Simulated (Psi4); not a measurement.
Torsional profile of C3H8OSi, SMILES O=CCC[SiH3]. Scanned: dihedral C2–C3–C4–Si5; all other coordinates were relaxed at GFN2-xTB. Points at φ and −φ are mirror images. Heavy atoms are numbered in the order of the SMILES O=CCC[SiH3], hydrogens after them in the order of the atoms that carry them; the mirror image has the same energies with the sign of each dihedral reversed.

Levels: PBE/def2-TZVP // GFN2-xTB (Psi4); PBE-D3(BJ)/def2-TZVP // GFN2-xTB (Psi4); PBE0/def2-TZVP // GFN2-xTB (Psi4); MP2/cc-pVTZ = DF-MP2 (frozen core)/cc-pVTZ // GFN2-xTB (Psi4).

Energies relative to the lowest point of each profile, in mEh; the last columns give the difference from MP2:

```csv
φ / °,PBE/def2-TZVP,PBE-D3(BJ)/def2-TZVP,PBE0/def2-TZVP,MP2/cc-pVTZ,PBE/def2-TZVP − MP2/cc-pVTZ,PBE-D3(BJ)/def2-TZVP − MP2/cc-pVTZ,PBE0/def2-TZVP − MP2/cc-pVTZ
-160,0.6,0.6,0.7,0.7,-0.1,-0.1,-0.1
-140,1.8,1.8,2.0,2.3,-0.6,-0.6,-0.3
-120,2.5,2.5,2.9,3.3,-0.7,-0.8,-0.4
-100,2.2,2.0,2.4,2.3,-0.2,-0.4,0.0
-80,1.8,1.3,1.7,1.1,0.7,0.2,0.6
-60,3.3,2.6,2.9,1.5,1.8,1.0,1.4
-40,3.7,2.9,3.3,2.7,1.1,0.3,0.7
-20,4.8,4.1,4.6,4.6,0.3,-0.4,0.0
0,5.4,4.7,5.2,5.4,0.0,-0.7,-0.2
20,4.8,4.1,4.6,4.6,0.3,-0.4,0.0
40,3.7,2.9,3.3,2.7,1.1,0.3,0.7
60,3.3,2.6,2.9,1.5,1.8,1.0,1.4
80,1.8,1.3,1.7,1.1,0.7,0.2,0.6
100,2.2,2.0,2.4,2.3,-0.2,-0.4,0.0
120,2.5,2.5,2.9,3.3,-0.7,-0.8,-0.4
140,1.8,1.8,2.0,2.3,-0.6,-0.6,-0.3
160,0.6,0.6,0.7,0.7,-0.1,-0.1,-0.1
180,0.0,0.0,0.0,0.0,0.0,0.0,0.0
```

PBE/def2-TZVP is furthest from MP2/cc-pVTZ at -60 (1.8 mEh, above); its mean absolute difference over the points is 0.6 mEh.

PBE-D3(BJ)/def2-TZVP is furthest from MP2/cc-pVTZ at -60 (1.0 mEh, above); its mean absolute difference over the points is 0.5 mEh.

PBE0/def2-TZVP is furthest from MP2/cc-pVTZ at -60 (1.4 mEh, above); its mean absolute difference over the points is 0.4 mEh.
